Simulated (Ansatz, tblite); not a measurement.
Removing and adding an electron: 1-ethyl-3-methylimidazolium bistriflimide, `CCn1cc[n+](C)c1.O=S(=O)([N-]S(=O)(=O)C(F)(F)F)C(F)(F)F`. Total charge 0; singlet. Geometry: r2SCAN-D4/def2-SVP. Ansatz, gas phase; energy differences of separate SCF runs; the oxidised species was run as a doublet alone; the reduced species was run as a doublet alone.

The xTB rows come from tblite. Single mean-field runs in def2-TZVP are fitted with def2-universal-jkfit. HOMO above LUMO, or a gap near zero within one spin, warns that the state may not be the lowest or that an electron is smeared out.

Problem. Estimate orbital energies and vertical ionisation energies and electron affinities at: GFN1-xTB; GFN2-xTB; PBE-D4/def2-TZVP; r2SCANh-D4/def2-TZVP; PBE0-D4/def2-TZVP.

Solution. 
```tsv
level	−HOMO (eV)	vertical IE (eV)	−LUMO (eV)	vertical EA (eV)	HOMO–LUMO gap (eV)	IE − EA (eV)	remarks
GFN1-xTB	11.99	14.76	8.54	5.47	3.45	9.29	–
GFN2-xTB	11.24	13.98	7.75	4.47	3.49	9.51	–
PBE-D4/def2-TZVP	6.25	8.69	2.03	-0.51	4.21	9.20	HOMO above zero (-1 doublet), gap within one spin near zero (-1 doublet)
r2SCANh-D4/def2-TZVP	7.16	9.09	1.51	-0.51	5.65	9.59	HOMO above zero (-1 doublet)
PBE0-D4/def2-TZVP	7.75	9.27	1.06	-0.50	6.69	9.77	HOMO above zero (-1 doublet)
```

Relaxing the reduced species (r2SCAN-D4/def2-SVP) changes its energy by -0.93 eV at PBE-D4/def2-TZVP, so the adiabatic electron affinity to this nearest minimum is 0.42 eV. At PBE0-D4/def2-TZVP it is 0.36 eV. The highest occupied level of the relaxed charge -1 doublet lies above zero (up to 1.28 eV). By energy differences its removal costs 0.42 eV (each at its own geometry, to the charge 0 singlet, at PBE-D4/def2-TZVP); self-interaction error and the lack of diffuse functions both raise the level.     A HOMO above zero means that the electron is unbound at that level or that self-interaction error raises the level; the energy of removing that electron tells which. Raw xTB energy differences between charge states are shifted by several eV; the methods need an empirical correction for them. Sets without diffuse functions give affinities that are too small. A negative affinity means that the extra electron isn't bound; its size then hangs on the basis.
